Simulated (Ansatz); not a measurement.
`CBCBO` + H₂ → `BCBO` + CH₄  (hydrogenolysis of a B–C bond)

Calculated with Ansatz (gas phase, PBE0-D4/def2-TZVP geometries, no zero-point term in ΔE). CBS: MP2 limit from def2 TZ/QZ plus the TZ coupled-cluster correction, frozen cores. This one scheme is used for every species. DFT in def2-TZVPP. Each species was taken in one conformer, which may not be the lowest.

```tsv
level	ΔE (eV)
B2PLYP	-0.23
CCSD/def2-TZVPP	-0.23
```

Q: What does CCSD(T)/CBS give? (An estimate is asked.)

A: The calculation gave: -0.17 eV. The listed levels differ from it by -0.06, -0.06 eV.

Largest T1 diagnostic among the species: 0.013.

The D4 term adds +0.07 eV with B3LYP and +0.04 eV with PBE0; it sums over pairs of atoms, weighted by their polarisabilities, and B3LYP, whose exchange is more repulsive, gets the larger term. In def2-TZVPP, CCSD(T) changes the Hartree–Fock value by +0.22 eV (the triples alone add +0.04 eV) and MP2 by +0.26 eV.

B3LYP here is the variant with VWN-RPA as its local correlation; programs differ in this.
